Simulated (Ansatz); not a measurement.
Calculated with Ansatz (gas phase, PBE0-D4/def2-TZVP geometries, no zero-point term in ΔE). CBS: MP2 limit from def2 TZ/QZ plus the TZ coupled-cluster correction, frozen cores. This one scheme is used for every species. DFT in def2-TZVPP. One conformer a species, not always the lowest.

Consider the formal hydrolysis of a B–S bond: `CCB(S)S` + H₂O → `CCB(O)S` + H₂S.

`CCB(S)S`:

Z-matrix (Å, degrees):
```
C
C 1 1.524
H 1 1.093 2 111.5
H 1 1.092 2 111.3 3 119.9
H 1 1.092 2 111.3 3 -119.9
B 2 1.573 1 116.7 3 -58.3
H 2 1.096 1 110.2 3 176.3
H 2 1.100 1 109.5 3 61.8
S 6 1.799 2 118.4 1 21.0
S 6 1.801 2 116.7 1 -160.1
H 9 1.342 6 99.1 2 177.6
H 10 1.343 6 99.6 2 -176.5
```

H₂O:

Cartesian coordinates in Å:
```
O -0.188 0.190 -0.283
H -0.005 -0.751 -0.232
H 0.193 0.561 0.516
```

`CCB(O)S`:

```xyz
12

C     0.200    0.957    1.321
C     0.591    0.346   -0.018
B    -0.449   -0.665   -0.619
O    -1.592   -0.931    0.065
S    -0.179   -1.508   -2.220
H    -0.741    1.507    1.246
H     0.964    1.649    1.684
H     0.058    0.186    2.082
H     0.767    1.136   -0.760
H     1.556   -0.169    0.066
H    -2.185   -1.557   -0.358
H     1.011   -0.952   -2.489
```

H₂S:

```xyz
3

S    -0.160   -0.246    0.546
H    -0.854    0.198   -0.512
H     1.014    0.047   -0.033
```

CCSD(T)/CBS gives -45.6 kJ/mol.

Question: Another level gave -49.8 kJ/mol. Which?
A. LC-ωPBE/def2-TZVPP
B. BLYP/def2-TZVPP
C. BLYP-D4/def2-TZVPP
D. MP2/def2-TZVPP

Answer: C. BLYP-D4 -49.8, MP2/def2-TZVPP -42.9, BLYP -60.2, LC-ωPBE -54.7 kJ/mol.

Question: What do rigid-rotor, harmonic-oscillator terms from PBE0-D4/def2-TZVP frequencies (298.15 K, 1 bar) make of the CCSD(T)/CBS value? (An estimate is asked.)

Answer: The calculation gave: ΔZPE = -3.6 kJ/mol, ΔH = -50.2 kJ/mol, ΔS = 4 J/(mol·K), ΔG = -51.5 kJ/mol. Modes under 50 cm⁻¹ make the entropy rough.

Largest T1 diagnostic among the species: 0.012.

In def2-TZVPP, CCSD(T) changes the Hartree–Fock value by +21.4 kJ/mol (the triples alone add +4.2 kJ/mol) and MP2 by +28.8 kJ/mol. At CCSD(T), def2-SVP lies −20.2 kJ/mol from the extrapolated value and def2-TZVPP −4.8 kJ/mol. The D4 term adds +8.5 kJ/mol with B3LYP and +4.5 kJ/mol with PBE0; it sums over pairs of atoms, weighted by their polarisabilities, and B3LYP, whose exchange is more repulsive, gets the larger term.

B3LYP here is the variant with VWN-RPA as its local correlation; programs differ in this.
